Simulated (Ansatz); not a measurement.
**Question.** Predict a relaxed structure of `COc1ccc(-c2ccc(/C=C/c3ccc(/C=C/c4ccc(/C=C/c5ccc(C(F)=C(F)F)cc5)cc4)cc3)cc2)cc1`, charge 0, singlet, at r2SCAN-D4/def2-SVP (Ansatz).

**Answer.** 
Cartesian coordinates in Å:
```
C 8.014 -7.615 10.915
O 6.609 -7.690 10.825
C 5.988 -6.956 9.871
C 4.588 -7.071 9.814
C 3.864 -6.354 8.871
C 4.501 -5.500 7.945
C 3.728 -4.737 6.946
C 4.259 -4.452 5.669
C 3.539 -3.729 4.727
C 2.241 -3.246 5.010
C 1.442 -2.476 4.069
C 1.787 -2.122 2.804
C 0.991 -1.343 1.870
C 1.505 -1.084 0.577
C 0.798 -0.341 -0.358
C -0.475 0.192 -0.052
C -1.264 0.984 -0.980
C -0.943 1.302 -2.262
C -1.732 2.102 -3.183
C -2.959 2.715 -2.840
C -3.664 3.469 -3.766
C -3.196 3.658 -5.088
C -3.986 4.458 -6.009
C -3.716 4.701 -7.318
C -4.508 5.505 -8.235
C -4.107 5.604 -9.586
C -4.819 6.350 -10.516
C -5.984 7.046 -10.128
C -6.786 7.851 -11.037
F -7.874 8.440 -10.501
C -6.600 8.098 -12.350
F -5.603 7.622 -13.067
F -7.406 8.847 -13.066
C -6.393 6.958 -8.778
C -5.674 6.208 -7.859
C -1.968 3.048 -5.430
C -1.262 2.295 -4.504
C -0.989 -0.067 1.241
C -0.282 -0.811 2.174
C 1.712 -3.535 6.286
C 2.433 -4.261 7.229
C 5.901 -5.401 8.017
C 6.645 -6.112 8.962
H 8.309 -8.282 11.736
H 8.501 -7.953 9.983
H 8.354 -6.589 11.145
H 4.094 -7.743 10.521
H 2.778 -6.481 8.828
H 5.249 -4.834 5.404
H 3.990 -3.542 3.749
H 0.464 -2.164 4.453
H 2.762 -2.440 2.416
H 2.490 -1.482 0.313
H 1.242 -0.166 -1.341
H -2.216 1.346 -0.573
H 0.001 0.928 -2.676
H -3.363 2.603 -1.831
H -4.611 3.935 -3.472
H -4.893 4.892 -5.571
H -2.819 4.253 -7.762
H -3.207 5.071 -9.910
H -4.467 6.391 -11.547
H -7.290 7.493 -8.459
H -6.024 6.172 -6.824
H -1.559 3.170 -6.437
H -0.312 1.835 -4.797
H -1.972 0.336 1.506
H -0.724 -0.979 3.160
H 0.712 -3.167 6.540
H 1.997 -4.437 8.217
H 6.428 -4.725 7.337
H 7.729 -5.990 8.988
```
 This is one stationary point.

Single mean-field runs in def2-SVP are fitted with def2-universal-jkfit.
